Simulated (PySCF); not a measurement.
Species: C₅H₈O₃.
SMILES with atom numbers: `[CH3:1][C:2](=[O:3])[CH:4]1[O:5][CH2:6][CH2:7][O:8]1` (hydrogens: H9, H10, H11 on C1; H12 on C4; H13, H14 on C6; H15, H16 on C7)

Structure used (GFN2-xTB), in Å, numbered top down from 1:
```xyz
16
C5H8O3 angstrom
C      2.169    0.348    0.864
C      1.646   -0.001   -0.490
O      2.306   -0.154   -1.479
C      0.113   -0.159   -0.528
O     -0.290   -1.162    0.368
C     -1.633   -0.872    0.700
C     -1.782    0.636    0.395
O     -0.509    1.020   -0.088
H      1.704    1.279    1.183
H      1.868   -0.432    1.562
H      3.250    0.448    0.844
H     -0.209   -0.407   -1.560
H     -2.318   -1.470    0.086
H     -1.776   -1.117    1.753
H     -2.550    0.814   -0.367
H     -1.998    1.236    1.280
```

Vertical excitations from PySCF (density fitting, frozen core in the response, grid level 2 and gas phase unless stated; continuum runs use non-equilibrium linear response for the excitations) on a GFN2-xTB geometry. Reference run:

```json
{"settings": "PBE0/def2-SVPD, full TDDFT, 6 singlets", "S1, eV (f)": "4.29 (0.000)", "S2, eV (f)": "6.10 (0.000)", "S3, eV (f)": "6.23 (0.002)", "S4, eV (f)": "6.89 (0.032)", "S5, eV (f)": "7.53 (0.005)", "S6, eV (f)": "7.58 (0.008)", "T1, eV (Tamm–Dancoff)": "3.66", "mean α (au)": "68.2"}
```

Problem. What do these settings give: (1) WP04/cc-pVDZ, IEF-PCM chloroform, TDA, 12 singlets; (2) WP04/ANO-RCC-VDZP, grid level 4, full TDDFT, 6 singlets?

Solution. 
| settings | S1, eV (f) | S2, eV (f) | S3, eV (f) | S4, eV (f) | S5, eV (f) | S6, eV (f) | T1, eV (Tamm–Dancoff) | mean α (au) |
| --- | --- | --- | --- | --- | --- | --- | --- | --- |
| WP04/cc-pVDZ, IEF-PCM chloroform, TDA, 12 singlets | 4.37 (0.000) | 5.49 (0.001) | 5.54 (0.000) | 7.35 (0.000) | 7.38 (0.003) | 8.06 (0.034) | 3.81 | 67.0 |
| WP04/ANO-RCC-VDZP, grid level 4, full TDDFT, 6 singlets | 4.33 (0.000) | 5.71 (0.000) | 5.73 (0.001) | 7.06 (0.029) | 7.56 (0.003) | 7.59 (0.000) | 3.78 | 59.3 |

(1) S1 moves by +0.08 eV; functional, basis, environment and response scheme change together, so the shift can't be laid on one. (2) S1 moves by +0.04 eV; functional and basis change together, so the shift can't be laid on one. States are counted by energy in each run and needn't keep their character from row to row.

WP04 was designed for NMR shieldings or shifts; total energies of different functionals aren't comparable. ANO-RCC sets were contracted for a scalar-relativistic Hamiltonian, but ran non-relativistically here.

Problem. Give the leading configurations of S1 (H = HOMO, L = LUMO) and the HOMO–LUMO gap of each run.

Solution. 
| settings | S1 configurations (weight) | S1 (eV) | orbital gap (eV) | S1 − gap (eV) |
| --- | --- | --- | --- | --- |
| PBE0/def2-SVPD, full TDDFT, 6 singlets | H→L 0.94 | 4.29 | 6.55 | -2.26 |
| WP04/cc-pVDZ, IEF-PCM chloroform, TDA, 12 singlets | H→L 0.97 | 4.37 | 5.38 | -1.01 |
| WP04/ANO-RCC-VDZP, grid level 4, full TDDFT, 6 singlets | H→L 0.98 | 4.33 | 5.39 | -1.06 |

The structure is a single GFN2-xTB conformer; no vibrational corrections.
